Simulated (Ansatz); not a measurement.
A CCSD(T) single point on C2H6BClGe (`ClC1[BH][GeH2][CH2]1`).

```yaml
crystal:
  periodic: [false, false, false]
  atoms:
    - {symbol: Cl, position_ang: [1.404158, 0.392553, 1.574623]}
    - {symbol: C, position_ang: [-0.094234, 0.949684, 0.612482]}
    - {symbol: B, position_ang: [-0.477347, -0.454670, 1.216421]}
    - {symbol: Ge, position_ang: [-0.022340, -1.269256, -0.645748]}
    - {symbol: C, position_ang: [0.161917, 0.724479, -0.863284]}
    - {symbol: H, position_ang: [-0.341157, 1.937054, 0.999328]}
    - {symbol: H, position_ang: [-1.014643, -0.697564, 2.249057]}
    - {symbol: H, position_ang: [1.246507, -2.106154, -0.887109]}
    - {symbol: H, position_ang: [-1.145695, -1.821882, -1.546539]}
    - {symbol: H, position_ang: [-0.708079, 1.094554, -1.415902]}
    - {symbol: H, position_ang: [1.056213, 1.194201, -1.272730]}
basis:
  gaussian: {orbitals: def2-SVP}
correlation: {method: ccsd_t}
```

```sh
$ ansatz run in.yaml --threads 4 --pin off --events-out ev --progress --plain
```

Log, shortened:

```
Functional definition: HF
1221 factors; integrals over basis functions are off by at most 1.2e-3 eV
mean field evaluation 1: about -71787.6457 eV, gradient 2.5e1 eV
mean field evaluation 2: about -71787.7192 eV, gradient 2.5e1 eV
mean field evaluation 4: about -71789.8632 eV, gradient 3.6e0 eV
mean field evaluation 8: about -71789.9071 eV, gradient 1.8e-1 eV
mean field evaluation 16: about -71789.8292 eV, gradient 6.1e-1 eV
mean field -71789.90724571 eV, -2638.2304303330 hartree, gradient 5.8e-6 eV, S^2 0.000000; 0 other end points of the search recorded, 0 dependent functions left out
17 core orbitals not correlated: weight in the atoms' cores, before any rotation towards them, 1.000 or more for the frozen orbitals, at most 0.000 for the correlated occupied ones
reference -71789.90724571 eV, -2638.2304303330 hartree; 19, 19 occupied and 86, 86 virtual orbitals, 1221 factors
second order -19.88695092 eV of doubles, -0.00000000 eV of singles
cycle   1  -20.42456059 eV  change   -5.4e-1 eV  update   1.1e-1
cycle   2  -21.04845878 eV  change   -6.2e-1 eV  update   3.2e-2
cycle   3  -21.14795789 eV  change   -9.9e-2 eV  update   1.5e-2
cycle   4  -21.14032372 eV  change    7.6e-3 eV  update   3.7e-3
cycle   5  -21.14091581 eV  change   -5.9e-4 eV  update   1.4e-3
cycle   6  -21.14043187 eV  change    4.8e-4 eV  update   4.4e-4
cycle   7  -21.14036273 eV  change    6.9e-5 eV  update   1.6e-4
cycle   8  -21.14038045 eV  change   -1.8e-5 eV  update   6.4e-5
cycle   9  -21.14038737 eV  change   -6.9e-6 eV  update   2.3e-5
perturbative correction -0.71851554 eV, -0.0264049592 hartree
Total energy: -71811.76614862 eV, -2639.0337301986 hartree
```

It took 11 s on 4 threads of a server CPU on a shared host, with 0.68 GiB of host memory at the peak.

Correlation energy per correlated electron: -0.575 eV. T1 diagnostic: 0.0115.
